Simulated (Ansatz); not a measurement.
# Relaxing a trial structure of BrH3OSi2Sn

The starting geometry of this gas-phase singlet was optimised with GFN2-xTB.

```tsv
atom	x (Å)	y (Å)	z (Å)
Br	0.0862	-1.5070	-2.3248
O	1.1870	-0.8853	1.0193
Si	-1.0300	1.4901	-0.2276
Si	2.3965	-0.4838	0.2081
Sn	-1.0379	-1.1472	-0.0391
H	-2.0050	2.1223	-1.1326
H	-1.2482	2.1993	1.0482
H	0.2727	2.0421	-0.6794
```

Question: Predict what becomes of its bonds when it is optimised with r2SCAN-D4/def2-SVP.

Answer: A new bond forms, giving a structure with Br1 bridging Sn5 and Si4, given below by its coordinates. Distances that change by over a tenth: Br1–Sn5 (2.57 → 2.88 Å), O2–Sn5 (2.48 → 2.15 Å). Contacts that close: Br1–Si4 (3.58 → 2.54 Å).

The energy falls by 0.69 eV over 19 steps:

```
step  E − E(last) (eV)
   1             0.686
   3             0.182
   5             0.022
   7             0.006
   9             0.003
  11             0.001
  13             0.001
  15             0.000
  17             0.000
  19             0.000
```

Final geometry (Å):

```xyz
8

Br    0.5189   -1.2496   -2.1443
O     1.0801   -0.8589    0.8754
Si   -1.0479    1.5789   -0.1552
Si    2.2016   -0.9336   -0.2644
Sn   -0.9875   -1.0618    0.3058
H    -2.0033    1.9465   -1.2517
H    -1.4598    2.3569    1.0609
H     0.3193    2.0521   -0.5544
```

No frequencies were run, so the end isn't proven a minimum. Atoms past krypton carry core potentials, without spin–orbit terms. Run with Ansatz 0.2.0, 65 s on 2 threads of Intel(R) Xeon(R) Platinum 8259CL CPU @ 2.50GHz (Skylake/Cascade Lake) (shared host).
